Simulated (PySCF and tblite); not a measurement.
Values are calculated unless marked as measured or tabulated.
C₆H₅Cl, numbered as in [CH:1]#[C:2][C:3]#[C:4][CH2:5][CH2:6][Cl:7].

Conformers came from 60 starts (ETKDG and KDG, MMFF94s, GFN2-xTB); geometries are GFN2-xTB. Energies: PBE0-D3(BJ)/def2-SVP (IEF-PCM, dichloromethane), with GFN2-xTB thermal terms (modes under about 100 cm⁻¹ blended into free rotors). Symmetry numbers and mirror images are counted. Conformers within 2.5 kcal/mol (GFN2-xTB free energy) were kept, 5 at most. GIAO shieldings: WP04/pcSseg-1 (IEF-PCM, dichloromethane). Shifts are against TMS (¹H), TMS (¹³C) at the same level. Programs: PySCF with density fitting and tblite.

Torsions listed: C4–C5–C6–Cl7. Of a mirror pair one member is shown.

```tsv
conformer	shape	symmetry	E(GFN2) kcal/mol	E(DFT) kcal/mol
1	-66°	C1 (pair)	0.62	0.00
2	180°	Cs	0.00	0.04
```

(1) How much do the weights at 298.15 K and the averaged shift of C6 depend on how the conformers are weighted?

Answers

(1) 
```
                                                              weighting  1 (%)  2 (%)  δ (ppm)  rms dipole (D)
DFT energy with thermal terms, symmetry and mirror images (full scheme)     72     28     56.6            2.44
                             DFT energy with symmetry and mirror images     68     32     56.5            2.39
                                                        bare DFT energy     52     48     55.9            2.14
                        GFN2-xTB energy with symmetry and mirror images     41     59     55.5            1.96
                                                   GFN2-xTB free energy     45     55     55.7            2.04
                                                leading conformer alone    100      0     57.6            2.81
                                                          equal weights     50     50     55.8            2.11
```

The largest departure from the full scheme, 1.1 ppm, comes with: GFN2-xTB energy with symmetry and mirror images.
